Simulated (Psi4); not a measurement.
Method: SAPT0/jun-cc-pVDZ, frozen core in Psi4.

Psi4 input:

```
molecule {
0 1
B -0.00020765 0.00009537 0.00019718
Br -1.52094984 -1.14743567 -0.09334442
Br -0.02908511 1.69518168 -0.87356006
Br 1.55024261 -0.54784138 0.96670730
--
0 1
N 1.26362592 -0.99652500 -2.09366822
H 1.68398639 -1.89225909 -1.87385218
H 0.80429142 -1.09099804 -2.99225048
H 2.01783496 -0.32924162 -2.20884100
units angstrom
symmetry c1
no_reorient
no_com
}
set basis jun-cc-pvdz
set scf_type df
set freeze_core true
energy('sapt0')
```

Part of the output:

```
    SAPT Results
  --------------------------------------------------------------------------------------------------------
    Electrostatics                -27.95438665 [mEh]     -17.54164246 [kcal/mol]     -73.39423203 [kJ/mol]
      Elst10,r                    -27.95438665 [mEh]     -17.54164246 [kcal/mol]     -73.39423203 [kJ/mol]

    Exchange                       38.39207151 [mEh]      24.09138859 [kcal/mol]     100.79836987 [kJ/mol]
      Exch10                       38.39207151 [mEh]      24.09138859 [kcal/mol]     100.79836987 [kJ/mol]
      Exch10(S^2)                  37.53060647 [mEh]      23.55081112 [kcal/mol]      98.53659371 [kJ/mol]

    Induction                      -8.50163344 [mEh]      -5.33485553 [kcal/mol]     -22.32103553 [kJ/mol]
      Ind20,r                     -31.67725798 [mEh]     -19.87777949 [kcal/mol]     -83.16862937 [kJ/mol]
      Exch-Ind20,r                 26.24839965 [mEh]      16.47111945 [kcal/mol]      68.91516378 [kJ/mol]
      delta HF,r (2)               -3.07277511 [mEh]      -1.92819550 [kcal/mol]      -8.06756995 [kJ/mol]

    Dispersion                     -8.81077264 [mEh]      -5.52884330 [kcal/mol]     -23.13268038 [kJ/mol]
      Disp20                      -11.79461823 [mEh]      -7.40123468 [kcal/mol]     -30.96676591 [kJ/mol]
      Exch-Disp20                   2.98384559 [mEh]       1.87239138 [kcal/mol]       7.83408553 [kJ/mol]
      Disp20 (SS)                  -5.89730912 [mEh]      -3.70061734 [kcal/mol]     -15.48338295 [kJ/mol]
      Disp20 (OS)                  -5.89730912 [mEh]      -3.70061734 [kcal/mol]     -15.48338295 [kJ/mol]
      Exch-Disp20 (SS)              1.65889240 [mEh]       1.04097070 [kcal/mol]       4.35542141 [kJ/mol]
      Exch-Disp20 (OS)              1.32495319 [mEh]       0.83142068 [kcal/mol]       3.47866412 [kJ/mol]

  Total HF                          1.93605142 [mEh]       1.21489061 [kcal/mol]       5.08310230 [kJ/mol]
  Total SAPT0                      -6.87472122 [mEh]      -4.31395270 [kcal/mol]     -18.04957808 [kJ/mol]
```
